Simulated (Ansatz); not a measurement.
Cl2F2Ge (`[F][Ge]([F])([Cl])[Cl]`), 5 atoms. Charge 0, multiplicity 1. Correlated methods include outer-core shells of Ge, which these sets cover unevenly. Scalar relativity is left out up to krypton. All runs use 4 threads of an Arm Neoverse V2 on a shared host. Correlated methods freeze the cores.

Give the basis size and wall time and peak host memory of each of these runs in Ansatz. RKS PBE0-D4/def2-TZVP frequencies; RKS BLYP-D4/def2-TZVPP energy; RHF-MP2/def2-QZVPP energy; RKS ωB97M-V/def2-SVP energy; direct RPA on PBE orbitals/def2-TZVPP energy; RHF-CCSD(T)/def2-TZVPP energy; RKS PBE0-D4/def2-SVP energy; RKS ωB97M-V/def2-QZVPP energy; RKS PBE0-D4/def2-TZVP relaxation (5 steps); RHF-CCSD(T)/def2-SVP energy; RKS PBE0-D4/def2-QZVPP energy; RKS PBE-QIDH (frozen core)/def2-TZVPP energy. (An estimate is asked.)

Computed: Other jobs shared the machine, so times are rough.

```
                                level                   job  functions  wall time  peak host memory (GiB)
                 RKS PBE0-D4/def2-SVP                energy         96        1 s                     0.2
               RKS BLYP-D4/def2-TZVPP                energy        194      1.2 s                    0.26
                 RHF-CCSD(T)/def2-SVP                energy         96      1.9 s                    0.28
direct RPA on PBE orbitals/def2-TZVPP                energy        194      2.7 s                    0.37
RKS PBE-QIDH (frozen core)/def2-TZVPP                energy        194      3.7 s                    0.47
                 RKS ωB97M-V/def2-SVP                energy         96      3.8 s                     0.3
               RKS PBE0-D4/def2-QZVPP                energy        343        6 s                     1.3
                   RHF-MP2/def2-QZVPP                energy        343      9.5 s                     1.4
               RKS ωB97M-V/def2-QZVPP                energy        343       12 s                     1.5
                RKS PBE0-D4/def2-TZVP  relaxation (5 steps)        184       15 s                    0.57
               RHF-CCSD(T)/def2-TZVPP                energy        194       26 s                     1.6
                RKS PBE0-D4/def2-TZVP           frequencies        184       36 s                    0.57
```
